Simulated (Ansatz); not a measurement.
Born–Oppenheimer molecular dynamics of C2H9BO (13 atoms, charge 0, multiplicity 1). It starts at the highest image of a converged band. Of that band: The profile has 2 maxima (images 1, 3) with wells between them (image 2): this band takes more than one step, which may be the mechanism or a detour left from its start path. Neighbouring images differ by up to 1.7 eV, so the band resolves the path poorly. A vibrational analysis at the climbing image gives one clearly imaginary mode, 1148i cm⁻¹: a first-order saddle point.

Computed with Ansatz, RKS PBE-D4/6-31G*.

```json
{
 "ensemble": "NVE (velocity Verlet)",
 "time step": "0.5 fs",
 "steps asked": "200",
 "starting velocities drawn for": "100 K",
 "seed": "8118"
}
```

First frame:

```xyz
13
Properties=species:S:1:pos:R:3
B -0.017 0.254 0.023
H 0.070 -0.639 1.067
C 1.382 0.236 -0.738
H 1.550 -0.726 -1.254
H 1.396 1.019 -1.520
H 2.259 0.406 -0.084
C -1.392 -0.005 -0.724
H -2.267 0.045 -0.054
H -1.535 0.766 -1.506
H -1.409 -0.986 -1.231
O -0.165 1.519 1.037
H 0.727 1.925 1.103
H -0.007 0.317 1.452
```

Problem. What does the run give?

Solution. The run went to its last step.

| Quantity | Value |
| --- | --- |
| steps done | 200 |
| time covered | 100 fs |
| mean temperature over the second half | 1037 K |
| spread of the potential energy over the second half | 8.6 meV per atom |
| mean potential energy of the second half above the start | -102.4 meV per atom |

The conserved energy stayed within 0.13 meV per atom of its start (net change -0.0088 meV per atom), so the integration is sound. The kinetic energy rose, since the run started high on the potential surface and went downhill. It ends in pieces (C2H7BO + H2), so much of that is their flight and rotation, not heat. A run of 0.1 ps of so small a system gives no equilibrium averages. The orbitals stay closed-shell, which can raise the energy where a bond breaks towards radicals; this wasn't checked here.

Problem. What happens to the structure?

Solution. Between its relaxed ends the band would form H2–H13 and break B1–H2, O11–H13. These pairs go: H2–H13 1.03 → 0.74 Å, B1–H2 1.38 → 8.80 Å, O11–H13 1.28 → 10.15 Å. In the last frame they stand as after the step (other bonds may differ from the relaxed reactants and products). Also parted: B1–H13 1.43 → 9.34 Å. It ends as C2H7BO + H2. Pairs count as bonded within 1.25 times the sum of covalent radii (0.12 Å more for H–H). This is one draw of velocities; another would differ in detail.

Problem. How do temperature and energy run in time?

Solution. 
| time (fs) | T (K) | potential energy less start (eV) | conserved less start (meV/atom) |
| --- | --- | --- | --- |
| 0 | 100 | 0.000 | 0.00 |
| 3 | 51 | 0.070 | 0.09 |
| 6 | 51 | 0.070 | 0.05 |
| 9 | 52 | 0.068 | 0.05 |
| 12 | 61 | 0.056 | 0.06 |
| 15 | 70 | 0.043 | 0.06 |
| 18 | 107 | -0.009 | 0.06 |
| 21 | 214 | -0.162 | 0.07 |
| 24 | 387 | -0.406 | 0.09 |
| 27 | 696 | -0.848 | -0.04 |
| 30 | 898 | -1.133 | 0.04 |
| 33 | 1007 | -1.289 | 0.03 |
| 36 | 1041 | -1.337 | 0.08 |
| 39 | 1183 | -1.541 | -0.03 |
| 42 | 1190 | -1.551 | -0.01 |
| 45 | 1113 | -1.440 | 0.05 |
| 48 | 1077 | -1.388 | 0.09 |
| 51 | 1098 | -1.418 | 0.04 |
| 54 | 1104 | -1.429 | -0.05 |
| 57 | 963 | -1.226 | 0.06 |
| 60 | 902 | -1.139 | 0.05 |
| 63 | 912 | -1.154 | 0.08 |
| 66 | 992 | -1.269 | 0.01 |
| 69 | 988 | -1.263 | 0.01 |
| 72 | 976 | -1.245 | 0.03 |
| 75 | 1000 | -1.278 | 0.11 |
| 78 | 1135 | -1.471 | 0.01 |
| 81 | 1182 | -1.538 | -0.02 |
| 84 | 1099 | -1.420 | 0.06 |
| 87 | 1105 | -1.429 | 0.02 |
| 90 | 1103 | -1.426 | 0.07 |
| 93 | 1084 | -1.399 | 0.01 |
| 96 | 1009 | -1.293 | 0.01 |
| 99 | 976 | -1.245 | 0.02 |

Run time: 9 min on 1 thread of Arm Neoverse V1, on a shared host, peak memory 0.11 GiB.
